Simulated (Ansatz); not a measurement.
Single points on Zn9O9H24⁻.

```yaml
crystal:
  periodic: [false, false, false]
  atoms:
    - {symbol: Zn, position_ang: [-1.545275, -3.277778, -1.477452]}
    - {symbol: O, position_ang: [0.983915, -3.013149, 0.578479]}
    - {symbol: O, position_ang: [-0.124277, -1.673116, -1.563694]}
    - {symbol: Zn, position_ang: [-1.844586, -0.739913, -0.663403]}
    - {symbol: Zn, position_ang: [0.559659, -1.809992, 2.235223]}
    - {symbol: O, position_ang: [-1.142730, -1.202437, 1.262952]}
    - {symbol: O, position_ang: [-1.383153, 0.941233, -1.564698]}
    - {symbol: Zn, position_ang: [-2.060858, 2.974759, -1.485183]}
    - {symbol: Zn, position_ang: [-1.847649, 0.427922, 2.234148]}
    - {symbol: O, position_ang: [-3.099793, 0.657620, 0.575590]}
    - {symbol: Zn, position_ang: [1.562854, -1.229344, -0.665614]}
    - {symbol: O, position_ang: [1.616783, -0.386850, 1.259329]}
    - {symbol: O, position_ang: [1.509721, 0.725649, -1.564596]}
    - {symbol: Zn, position_ang: [0.284370, 1.966331, -0.665369]}
    - {symbol: Zn, position_ang: [1.295629, 1.391556, 2.233720]}
    - {symbol: O, position_ang: [-0.468242, 1.595568, 1.261243]}
    - {symbol: Zn, position_ang: [3.611177, 0.295100, -1.482720]}
    - {symbol: O, position_ang: [2.122727, 2.357125, 0.573994]}
    - {symbol: H, position_ang: [-1.057098, -3.850407, 0.005658]}
    - {symbol: H, position_ang: [-1.793118, -3.931883, -2.868016]}
    - {symbol: H, position_ang: [0.021154, -3.430952, 0.228563]}
    - {symbol: H, position_ang: [1.587867, -3.766218, 0.673575]}
    - {symbol: H, position_ang: [-0.070434, -1.472740, -2.509253]}
    - {symbol: H, position_ang: [-2.821903, -2.002198, -1.008249]}
    - {symbol: H, position_ang: [0.638197, -2.310036, 3.686083]}
    - {symbol: H, position_ang: [-1.720967, -1.972828, 1.406866]}
    - {symbol: H, position_ang: [-1.232713, 0.790876, -2.509055]}
    - {symbol: H, position_ang: [-2.498213, 3.512318, -2.879013]}
    - {symbol: H, position_ang: [-2.802693, 2.843023, -0.003297]}
    - {symbol: H, position_ang: [-2.320263, 0.609292, 3.685166]}
    - {symbol: H, position_ang: [-4.054089, 0.512155, 0.671390]}
    - {symbol: H, position_ang: [-2.979651, 1.699405, 0.222899]}
    - {symbol: H, position_ang: [3.143338, -1.448637, -1.013492]}
    - {symbol: H, position_ang: [2.574197, -0.499234, 1.398334]}
    - {symbol: H, position_ang: [1.308042, 0.672694, -2.509859]}
    - {symbol: H, position_ang: [-0.318810, 3.443565, -1.014184]}
    - {symbol: H, position_ang: [1.690877, 1.709987, 3.683895]}
    - {symbol: H, position_ang: [-0.847255, 2.481294, 1.403687]}
    - {symbol: H, position_ang: [3.865413, 1.002057, -0.000047]}
    - {symbol: H, position_ang: [4.293594, 0.403315, -2.877262]}
    - {symbol: H, position_ang: [2.963422, 1.729652, 0.223695]}
    - {symbol: H, position_ang: [2.475436, 3.255915, 0.666768]}
basis:
  gaussian: {orbitals: def2-SVP, fitting: {mean_field: def2-universal-jkfit}}
total_charge: -1
magnetization: {spin_polarized: true, initial_magnetization: 1}
hamiltonian: {xc: pbe0, dispersion: d4}
scf: {omitted_lower_state_checks: [starts]}
output: {orbitals: {seedname: orbitals}}
```

The file start.molden holds the orbitals of an earlier run on this structure, at another level or in another basis.

```sh
$ ansatz run in.yaml --threads 2 --pin off --events-out ev --progress --plain --max-ram 32768MiB --backend cuda --devices 0, --max-vram 18GiB
```

Output, abridged:

```
Functional definition: PBE0
3501 factors; integrals over basis functions are off by at most 3.2e-1 eV
mean field evaluation 1: about -454417.6856 eV, gradient 9.3e1 eV
mean field evaluation 2: about -454376.0543 eV, gradient 1.5e2 eV
mean field evaluation 4: about -454443.5437 eV, gradient 6.5e0 eV
mean field evaluation 8: about -454443.6611 eV, gradient 1.8e-1 eV
mean field evaluation 16: about -454443.6612 eV, gradient 5.6e-4 eV
mean field -454443.66124269 eV, -16700.4965176918 hartree, gradient 2.5e-5 eV, S^2 0.750949; 0 other end points of the search recorded, 0 dependent functions left out
reference -454443.66133042 eV, -16700.4965209159 hartree; 184, 183 occupied and 341, 342 virtual orbitals, 3501 factors
Total energy: -454445.66168241 eV, -16700.5700324956 hartree
Checks for a lower state left out: starts
```

Hardware: 2 threads of AMD EPYC 7R13 on a shared host and a share (18 GiB) of an NVIDIA H100 80GB HBM3. Wall time 12 s, peak host memory 1.2 GiB.

As the first input, with `gaussian: {orbitals: def2-SVP, fitting: {mean_field: def2-universal-jkfit}, initial_orbitals: start.molden}`, `hamiltonian: {xc: pbe, dispersion: d4}` (abridged; 8.5 s):

```
Functional definition: PBE
mean field -454436.37513814 eV, -16700.2287582884 hartree, gradient 7.1e-5 eV, S^2 0.750429
Total energy: -454438.63070108 eV, -16700.3116486975 hartree
Checks for a lower state left out: starts
```

Geometry: r2SCAN-D4/def2-SVP, that of the neutral singlet.

Single mean-field runs in def2-SVP are fitted with def2-universal-jkfit. At PBE0-D4/def2-SVP, PBE-D4/def2-SVP the highest occupied level of the charge -1 doublet lies above zero (up to 1.48 eV). Energy differences disagree on whether the electron is bound (positive means bound): 0.22 eV (vertical, against the charge 0 singlet, at PBE-D4/def2-SVP), but -0.20 eV at PBE0-D4/def2-SVP.
